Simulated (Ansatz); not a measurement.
This Ansatz (a quantum-chemistry and plane-wave program) input (CCSD(T)/cc-pCVDZ) gives -80.03682 Eh with 41 basis functions. A basis named .json is the Basis Set Exchange file of that set (core-valence sets with the plain set on hydrogen).

Ansatz 0.2 input:
```yaml
crystal:
  periodic: [false, false, false]
  atoms:
    - {symbol: B, position_ang: [-0.00000000, -0.00000000, -0.58802645]}
    - {symbol: N, position_ang: [0.00000000, 0.00000000, 0.67320420]}
    - {symbol: H, position_ang: [-0.00000000, -0.00000000, -1.77229712]}
basis:
  gaussian:
    orbitals: cc-pCVDZ.json
total_charge: -1
magnetization: {spin_polarized: false}
correlation: {method: ccsd_t, frozen_orbitals: {B: 0, H: 0, N: 0}}
```

Change:
```diff
- orbitals: cc-pCVDZ.json
+ orbitals: cc-pCVTZ.json
```

Q: What does the run give now?

A: -80.14570 Eh (CCSD(T)/cc-pCVTZ, 100 functions), a change of -108.88 mEh.
